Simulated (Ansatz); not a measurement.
Consider the cleavage of the Ga–B bond: `C[BH][GaH2]` + PH₃ → `[PH2][GaH2]` + `BC`.

Program: Ansatz. Geometries: PBE0-D4/def2-TZVP. ΔE: electronic, gas phase. CBS: MP2 limit from def2 TZ/QZ plus the TZ coupled-cluster correction, frozen cores. This one scheme is used for every species. Functionals use def2-TZVPP. B3LYP here is the variant with VWN-RPA as its local correlation; programs differ in this. For Ga outer-core shells are correlated without core-valence functions, which leaves a few kJ/mol of doubt a bond. Scalar relativity is left out up to krypton.

`C[BH][GaH2]`:

```xyz
9

C     0.638   -1.276   -0.164
B     0.568    0.274   -0.041
Ga   -1.144    1.395    0.321
H     1.576   -1.703    0.200
H     0.652   -1.446   -1.255
H    -0.204   -1.846    0.231
H     1.596    0.872   -0.234
H    -2.110    1.881   -0.830
H    -1.572    1.849    1.772
```

PH₃:

Z-matrix (Å, degrees):
```
P
H 1 1.420
H 1 1.420 2 93.1
H 1 1.420 2 93.1 3 93.3
```

`[PH2][GaH2]`:

```xyz
6

P    -0.547   -0.549    1.162
Ga    0.722    0.493   -0.462
H    -0.781   -1.729    0.410
H    -1.766    0.082    0.802
H     0.543    2.033   -0.701
H     1.828   -0.329   -1.211
```

`BC`:

Z-matrix (Å, degrees):
```
C
B 1 1.548
H 1 1.091 2 115.2
H 1 1.105 2 103.3 3 -114.8
H 1 1.091 2 115.2 3 130.4
H 2 1.199 1 120.9 3 -157.0
H 2 1.199 1 120.9 3 26.7
```

Problem. Is it downhill or uphill in electronic energy at CCSD(T)/CBS, and by how much? (An estimate is asked.)

Solution. Ansatz gave: Downhill: ΔE = -0.66 eV.

Problem. What do these levels give: ωB97X-V, B2PLYP, BLYP, B3LYP, r2SCAN0, LC-ωPBE, RPA@PBE/def2-TZVPP, CCSD(T)/def2-SVP, CCSD(T)/def2-TZVPP, HF/def2-QZVPP, SCS-MP2/def2-QZVPP, MP2/CBS(def2)? (Estimate.)

Solution. Ansatz gave: ωB97X-V -0.65, B2PLYP -0.68, BLYP -0.63, B3LYP -0.66, r2SCAN0 -0.70, LC-ωPBE -0.64, RPA@PBE/def2-TZVPP -0.61, CCSD(T)/def2-SVP -0.63, CCSD(T)/def2-TZVPP -0.65, HF/def2-QZVPP -0.74, SCS-MP2/def2-QZVPP -0.70, MP2/CBS(def2) -0.72 eV.

Largest T1 diagnostic among the species: 0.014.

Leaving LDA and LC-ωPBE aside and taking each functional with its dispersion term where it has one, the values, not all of them listed here, spread over 0.08 eV, from PBE-QIDH to revPBE-D4. From BLYP to BHLYP (50 % exact exchange), in def2-TZVPP and without D4, ΔE moves by −0.07 eV.
